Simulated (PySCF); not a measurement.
**Cd: ionisation energy**

Cd [Kr] 4d10 5s2 (1S) → Cd⁺ [Kr] 4d10 5s1 (2S), as a difference of total energies. Calculation: PySCF 2.14, in x2c-SVPall (6s6p5d1f, 56 functions); the spin-free X2C one-electron Hamiltonian (Gaussian nucleus). Correlated levels: valence: [Kr] frozen. The calculations carry no spin-orbit coupling.

```csv
method,ionisation energy (eV),error (eV)
UHF,7.348,-1.646
BP86,9.261,+0.267
M06-L,8.873,-0.121
MP2 (valence),8.436,-0.558
SCS-MP2 (valence),8.452,-0.542
```

Reference: 8.994 eV (measured; NIST Atomic Spectra Database, ionization energies).

Errors of the correlated levels include the incompleteness of this basis and the frozen core.

MP2 underrates the near-degeneracy of ns² with np² in the lower species.
